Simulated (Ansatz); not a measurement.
Cost and result up the ladder for Hf2(OH)8 (Hf2O8H8) (18 atoms). Total charge 0; singlet. Geometry: PBE-D4/def2-SVP.

```csv
atom,x (Å),y (Å),z (Å)
Hf1,-1.3001,1.2016,-0.4589
O2,-2.5403,0.3738,-1.7586
O3,-2.5911,1.7370,0.9077
O4,-0.5937,2.8610,-1.1993
O5,0.0288,0.4762,1.1247
Hf6,1.4235,-1.0549,0.4253
O7,1.6446,-1.6509,2.2729
O8,1.1935,-2.8129,-0.4483
O9,3.1389,-0.2809,-0.0805
O10,0.0932,-0.3238,-1.1437
H11,-3.5022,0.3890,-1.8751
H12,-3.2362,1.8178,1.6188
H13,-0.5825,3.4533,-1.9632
H14,-0.0295,0.7621,2.0513
H15,1.6446,-1.9651,3.1836
H16,1.3467,-3.7274,-0.1666
H17,3.9702,-0.3944,-0.5602
H18,-0.1084,-0.8615,-1.9300
```

Ansatz; hardware A = 2 threads of AMD EPYC 7R13 on a shared host and a share (18 GiB) of an NVIDIA H100 80GB HBM3; B = 2 threads of AMD EPYC 7R13 on a shared host. Times are rough, and most runs start from the orbitals of an earlier one. ωB97M-V/def2-TZVP serves as the yardstick here, not as an exact answer. Differences are given only for rows in sets of like size (and for xTB, whose basis is part of the method), since another set adds its own error. Binding counts from free atoms at the same level (Hf triplet, O triplet, H doublet; other spins of the atoms weren't run), without zero-point energy or a counterpoise term.

In the def2 sets Hf takes a core potential; there is no spin–orbit coupling.

```
                              level  functions  binding energy per atom (eV)  difference from ωB97M-V/def2-TZVP (eV)
                PBE-D4/def2-SVP [B]        216                          4.75                                       –
ωB97M-V/def2-TZVP (with forces) [A]        376                          4.62                                    0.00
         CAM-B3LYP-D4/def2-TZVP [A]        376                          4.64                                    0.01
               PBE0-D4/def2-SVP [B]        216                          4.57                                       –
              PBE0-D4/def2-TZVP [A]        376                          4.55                                   -0.08
 PBE-D4/def2-TZVP (with forces) [A]        376                          4.71                                    0.08
            r2SCAN-D4/def2-TZVP [A]        376                          4.65                                    0.02
              BLYP-D4/def2-TZVP [A]        376                          4.63                                    0.01
```

Q: Estimate how long each takes.

A: BLYP-D4/def2-TZVP [A] 2.4 s; PBE0-D4/def2-TZVP [A] 2.5 s; CAM-B3LYP-D4/def2-TZVP [A] 2.9 s; PBE-D4/def2-TZVP (with forces) [A] 3.4 s; r2SCAN-D4/def2-TZVP [A] 4.5 s; ωB97M-V/def2-TZVP (with forces) [A] 6 s; PBE-D4/def2-SVP [B] 6.5 s; PBE0-D4/def2-SVP [B] 10 s. On shared hardware such times vary by a factor of up to 3.
